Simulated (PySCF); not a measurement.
# Steps of a relaxation of [La(H2O)2]3+

[La(H2O)2]3+ (singlet; a saddle point, relaxed within its symmetry). PySCF 2.14.0, RKS PBE0, La lcecp-1-SVP with ECP46, O def2-SVP, H def2-SVP; non-relativistic Hamiltonian with scalar-relativistic core potentials where named; density fitting; no spin-orbit coupling. Origin of the start: template. Columns: position (Å) and force (eV/Å). Energies are counted from the last step; some of the 6 steps are shown. Forces carry noise of the integration grid, about 0.01 to 0.03 eV/Å.

Run from Python with OMP_NUM_THREADS=2. Where DIIS fails, smearing, a level shift and second-order steps follow.
It took 7.9 s on 2 threads of AMD EPYC 9R45 96-Core Processor (Zen 5), on a shared host, from the converged density of the start.

```xyz
7
step 0  E = 0.220 eV
La    0.0000    0.0000    0.0000     0.00    0.00    0.00
O     0.0000    0.0000    2.5600     0.00    0.00   -2.14
H     0.5445    0.5445    3.1500     0.35    0.35    0.54
H    -0.5445   -0.5445    3.1500    -0.35   -0.35    0.54
O     0.0000    0.0000   -2.5600     0.00    0.00    2.14
H     0.5445   -0.5445   -3.1500     0.35   -0.35   -0.54
H    -0.5445    0.5445   -3.1500    -0.35    0.35   -0.54
```

```xyz
7
step 2  E = 0.017 eV
La    0.0000    0.0000    0.0000     0.00    0.00    0.00
O     0.0000    0.0000    2.4304     0.00    0.00    0.35
H     0.5423    0.5423    3.0683    -0.13   -0.13   -0.32
H    -0.5423   -0.5423    3.0683     0.13    0.13   -0.32
O     0.0000    0.0000   -2.4304     0.00    0.00   -0.35
H     0.5423   -0.5423   -3.0683    -0.13    0.13    0.32
H    -0.5423    0.5423   -3.0683     0.13   -0.13    0.32
```

```xyz
7
step 3  E = 0.003 eV
La    0.0000    0.0000    0.0000     0.00    0.00    0.00
O     0.0000    0.0000    2.4058     0.00    0.00    0.31
H     0.5422    0.5422    3.0386    -0.06   -0.06   -0.18
H    -0.5422   -0.5422    3.0386     0.06    0.06   -0.18
O     0.0000    0.0000   -2.4058     0.00    0.00   -0.31
H     0.5422   -0.5422   -3.0386    -0.06    0.06    0.18
H    -0.5422    0.5422   -3.0386     0.06   -0.06    0.18
```

Problem. Where does the relaxation end?

Solution. It converges at step 5 in D2d:
```xyz
7
step 5  E = 0
La    0.0000    0.0000    0.0000
O     0.0000    0.0000    2.4030
H     0.5440    0.5440    3.0256
H    -0.5440   -0.5440    3.0256
O     0.0000    0.0000   -2.4030
H     0.5440   -0.5440   -3.0256
H    -0.5440    0.5440   -3.0256
```

Problem. How did the contacts change?

Solution. 
```tsv
contact	start (Å)	end (Å)
La1–O2 (H2O)	2.560	2.403
La1–O5 (H2O)	2.560	2.403
```
